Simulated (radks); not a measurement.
Results of a calculation; reference values are marked as such.
The bromine anion Br-, [Kr], held by a Watson sphere: a shell of charge +1.07 at radius R that stands for the Madelung well of a crystal (potential energy -1.07/R inside, -1.07/r outside, in hartree with lengths in bohr). Code: a radial shooting solver on a logarithmic mesh with Libxc functionals. Model: scalar-relativistic Kohn-Sham, r2SCAN, spin-polarised, spherical densities, finite nucleus; meta-GGA in the generalised Kohn-Sham scheme; Fermi nuclear charge, rms radius of each element as measured or else 0.836 A^(1/3) + 0.57 fm.

R (bohr)  e(3d) (eV)  e(4s) (eV)  e(4p) (eV)  <r> 4p (bohr)  sum of <r^2> (bohr^2)  X-ray form factor at sin(theta)/lambda = 0.3 1/angstrom
2.45         -67.164     -21.357      -9.040          2.132                  46.25                                                   23.787
2.6          -67.002     -21.077      -8.816          2.149                  46.86                                                   23.787
3.5          -65.995     -19.614      -7.486          2.225                  49.74                                                   23.800
4.2          -65.217     -18.698      -6.579          2.259                  51.15                                                   23.808
4.97         -64.453     -17.873      -5.748          2.280                  52.13                                                   23.811
5.18         -64.265     -17.676      -5.550          2.284                  52.32                                                   23.811
